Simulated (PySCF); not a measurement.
Working out the excitation energy of Ge

Ge [Ar] 3d10 4s2 4p2 (3P) → Ge [Ar] 3d10 4s1 4p3 (5S). All numbers are calculated (PySCF 2.14, scalar relativity by spin-free X2C-1e, in x2c-TZVPPall with one added diffuse shell each of s, p, d type (7s6p5d1f, 57 functions)). Frozen: [Ar] 3d10. Energies in hartree (1 hartree = 27.21139 eV):

```json
{"part": "UHF", "Ge (lower)": "-2097.048582", "Ge (upper)": "-2096.918462"}
{"part": "CCSD correlation", "Ge (lower)": "-0.063873", "Ge (upper)": "-0.024234"}
{"part": "(T)", "Ge (lower)": "-0.001760", "Ge (upper)": "-0.000343"}
```

Problem. What does Hartree-Fock give?

Solution. (-2096.918462) − (-2097.048582) = 0.130120 hartree = 3.541 eV.

Problem. What do CCSD and CCSD(T) give?

Solution. The CCSD correlation energies differ by 0.039639 hartree = 1.079 eV and the triples by 0.001417 hartree = 0.039 eV, so CCSD gives 4.620 eV and CCSD(T) 4.659 eV.

Measured between the centres of the two terms (NIST): 5.078 eV, so CCSD(T) (valence) is off by -0.419 eV.

What remains against the reference includes basis incompleteness, the frozen core and higher excitations.
